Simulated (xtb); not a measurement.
Harmonic IR lines of one isomer of C$_{3}$H$_{9}$N, unscaled. Level of theory: xtb with GFN2-xTB.

| wavenumber (cm⁻¹) | relative intensity |
|---|---|
| 359 | 7.6 |
| 784 | 73 |
| 833 | 50 |
| 1024 | 20 |
| 1031 | 12 |
| 1066 | 7.6 |
| 1127 | 19 |
| 1181 | 29 |
| 1328 | 14 |
| 1402 | 4.8 |
| 1408 | 14 |
| 1420 | 15 |
| 1492 | 5.9 |
| 1503 | 3.1 |
| 2866 | 100 |
| 2947 | 52 |
| 2961 | 43 |
| 3004 | 37 |
| 3012 | 45 |
| 3021 | 61 |
| 3036 | 55 |
| 3043 | 32 |
| 3355 | 20 |

Question: Which structure gives these lines?
A. `CN(C)C`
B. `CCNC` (C–C–N–C torsion 64°)
C. `CC(C)N` (C–C–N–H torsion 62°)
D. `CCCN` (C–C–C–N torsion -63°, C–C–N–H torsion 62°)

Answer: B, `CCNC` (C–C–N–C torsion 64°)
